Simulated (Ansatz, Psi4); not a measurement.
The Psi4 input:
```
memory 2 GB

molecule mol {
1 2
Ge    0.475919    1.097881    0.130750
C    -0.405393   -0.935189   -0.111375
C    -0.544604   -1.382331    1.308997
C     0.645189   -1.633230   -0.914983
C    -1.682783   -0.634358   -0.828696
H     1.766865    0.834596    0.851088
H     0.630884    1.581124   -1.282476
H    -0.556611    1.831539    0.937209
H    -0.975897   -2.388765    1.323588
H     0.417701   -1.448409    1.818089
H    -1.221785   -0.744949    1.878857
H     1.596637   -1.697020   -0.385598
H     0.795069   -1.170256   -1.891078
H     0.322450   -2.662556   -1.103304
H    -1.511661   -0.180499   -1.805578
H    -2.349578   -0.003801   -0.239329
H    -2.217922   -1.572548   -1.009144
}

set {
  basis sto-3g
  reference uks
  scf_type pk
  puream true
  d_convergence 1e-8
  dft_radial_points 99
  dft_spherical_points 590
}

energy('blyp')
print_variables()
```

**Question.** Write the same job for Ansatz (a quantum-chemistry and plane-wave program).

**Answer.** One answer among several that fit: 
Ansatz 0.2 input:
```yaml
crystal:
  periodic: [false, false, false]
  atoms:
    - {symbol: Ge, position_ang: [0.47591856, 1.09788109, 0.13075048]}
    - {symbol: C, position_ang: [-0.40539331, -0.93518868, -0.11137487]}
    - {symbol: C, position_ang: [-0.54460362, -1.38233084, 1.30899685]}
    - {symbol: C, position_ang: [0.64518900, -1.63323048, -0.91498293]}
    - {symbol: C, position_ang: [-1.68278269, -0.63435836, -0.82869555]}
    - {symbol: H, position_ang: [1.76686455, 0.83459578, 0.85108805]}
    - {symbol: H, position_ang: [0.63088352, 1.58112379, -1.28247607]}
    - {symbol: H, position_ang: [-0.55661140, 1.83153890, 0.93720880]}
    - {symbol: H, position_ang: [-0.97589732, -2.38876453, 1.32358796]}
    - {symbol: H, position_ang: [0.41770070, -1.44840942, 1.81808874]}
    - {symbol: H, position_ang: [-1.22178465, -0.74494888, 1.87885705]}
    - {symbol: H, position_ang: [1.59663677, -1.69701966, -0.38559780]}
    - {symbol: H, position_ang: [0.79506865, -1.17025642, -1.89107804]}
    - {symbol: H, position_ang: [0.32244988, -2.66255580, -1.10330381]}
    - {symbol: H, position_ang: [-1.51166089, -0.18049875, -1.80557800]}
    - {symbol: H, position_ang: [-2.34957812, -0.00380146, -0.23932946]}
    - {symbol: H, position_ang: [-2.21792183, -1.57254836, -1.00914371]}
basis:
  gaussian:
    orbitals: STO-3G
hamiltonian:
  xc: blyp
total_charge: 1
magnetization: {spin_polarized: true, initial_magnetization: 1}
accuracy: high
```

Both were run: Psi4 gave -2210.333895 Eh and Ansatz -2210.333895 Eh, 0.001 mEh apart.
